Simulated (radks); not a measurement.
Q: These are the eigenvalues of the occupied orbitals of an atom or ion with whole-number occupations (Ry). All-electron calculation, scalar-relativistic Kohn-Sham, PW91, spin-polarised, spherical densities, finite nucleus; Fermi nuclear charge, rms radius of each element as measured or else 0.836 A^(1/3) + 0.57 fm. Program: a radial shooting solver on a logarithmic mesh with Libxc functionals.

orbital  eigenvalue
1s up     -981.4895
1s down   -981.4772
2s up     -129.8336
2s down   -129.8271
2p up     -114.8261
2p down   -114.8148
3s up     -19.90292
3s down   -19.88638
3p up     -15.16140
3p down   -15.14246
3d up      -7.31226
3d down    -7.28731
4s up      -3.64714
4s down    -3.46110
4p up      -2.59883
4f up      -0.48212

Which element is it, and in what charge state? The configuration may be excited. Open shells, if any, are filled with parallel spins first.

A: Z = 35, bromine, charge +2: Br2+ in [Ar] 3d10 4s2 4p2 4f1. The list shows which subshells hold electrons but not how many an open one holds; the 1s level, -490.74 hartree, gives Z - s = 31.3 by -(Z - s)^2/2, which with screening and relativity narrows Z to a few neighbours, and the depths of the outer levels then fix element, charge and occupations together.
